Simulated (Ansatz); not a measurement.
Wavefunction ladder for ClFH₂O₂Sn, SMILES `[OH][Sn]([OH])([F])[Cl]`

```xyz
7

O     0.5690   -1.0271   -1.1510
Sn   -0.0628   -0.0253    0.3782
O     0.1933    1.8544    0.0417
F    -1.9129   -0.4369    0.5564
Cl    0.9211   -0.5722    2.3609
H     0.0877   -1.8489   -1.2870
H     0.2046    2.0560   -0.8993
```

Total charge 0; spin multiplicity 1. Correlated methods include outer-core shells of Sn, which these sets cover unevenly. Sn: def2 effective core potential. All single points use the PBE0-D4/def2-TZVP geometry. It is one conformer, not always the lowest. Frozen core, restricted reference, Ansatz 0.2.0.

```csv
basis,HF (Eh),MP2 corr.,CCSD corr.,(T),CCSD(T) total
def2-SVP,-922.91845,-0.80582,-0.82683,-0.01736,-923.76264
def2-TZVPP,-923.42790,-1.23897,-1.24491,-0.04392,-924.71673
def2-QZVPP,-923.45699,-1.53813,–,–,–
```
